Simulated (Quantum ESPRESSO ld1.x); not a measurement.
Values are calculated unless marked as measured or tabulated.
Problem. Species: Rh8+. Configuration: [Kr] 4d1. Level of theory: Dirac Kohn-Sham, PW91, spin-unpolarised, spherical densities, point nucleus; open shells fill j = l - 1/2 first (ld1.x of Quantum ESPRESSO 7.5). Some entries of the table are withheld. Estimate them.

orbital  occ.  eigenvalue (eV)  <1/r> (bohr^-1)
1s1/2       2              (1)            47.06
2s1/2       2              (2)            10.79
2p1/2       2              (3)            10.77
2p3/2       4              (4)            10.18
3s1/2       2              (5)            3.751
3p1/2       2         -639.115            3.655
3p3/2       4         -614.099            3.511
3d3/2       4         -443.193              (6)
3d5/2       6         -438.240              (7)
4s1/2       2              (8)            1.486
4p1/2       2         -180.489            1.392
4p3/2       4         -175.802            1.352
4d3/2       1         -125.565            1.160
4d5/2       0         -124.825            1.152

Solution. 
(1) 1s1/2 eigenvalue (eV): -23170.4
(2) 2s1/2 eigenvalue (eV): -3480.47
(3) 2p1/2 eigenvalue (eV): -3233.26
(4) 2p3/2 eigenvalue (eV): -3088.59
(5) 3s1/2 eigenvalue (eV): -735.787
(6) 3d3/2 <1/r> (bohr^-1): 3.342
(7) 3d5/2 <1/r> (bohr^-1): 3.305
(8) 4s1/2 eigenvalue (eV): -211.773
